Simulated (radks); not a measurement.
Results of a calculation; reference values are marked as such.
Problem. These are the eigenvalues of the occupied orbitals of an atom or ion with whole-number occupations (hartree). Level of theory: scalar-relativistic Kohn-Sham, r2SCAN, spin-polarised, spherical densities, finite nucleus; meta-GGA in the generalised Kohn-Sham scheme; Fermi nuclear charge, rms radius of each element as measured or else 0.836 A^(1/3) + 0.57 fm (a radial shooting solver on a logarithmic mesh with Libxc functionals).

| orbital | eigenvalue |
|---|---|
| 1s up | -1214.254 |
| 1s down | -1214.252 |
| 2s up | -188.2294 |
| 2s down | -188.2292 |
| 2p up | -168.8290 |
| 2p down | -168.8278 |
| 3s up | -38.23704 |
| 3s down | -38.23612 |
| 3p up | -31.90880 |
| 3p down | -31.90754 |
| 3d up | -22.44633 |
| 3d down | -22.44501 |
| 4s up | -6.80024 |
| 4s down | -6.79723 |
| 4p up | -4.80703 |
| 4p down | -4.80439 |
| 4d up | -1.89112 |
| 4d down | -1.88702 |
| 5s up | -0.67577 |
| 5s down | -0.64463 |
| 5p up | -0.28426 |
| 5p down | -0.25472 |

Which element is it, and in what charge state? The configuration may be excited. Open shells, if any, are filled with parallel spins first.

Solution. Z = 53, iodine, charge 0: I in [Kr] 4d10 5s2 5p5. The list shows which subshells hold electrons but not how many an open one holds; the 1s level, -1214.3 hartree, gives Z - s = 49.3 by -(Z - s)^2/2, which with screening and relativity narrows Z to a few neighbours, and the depths of the outer levels then fix element, charge and occupations together.
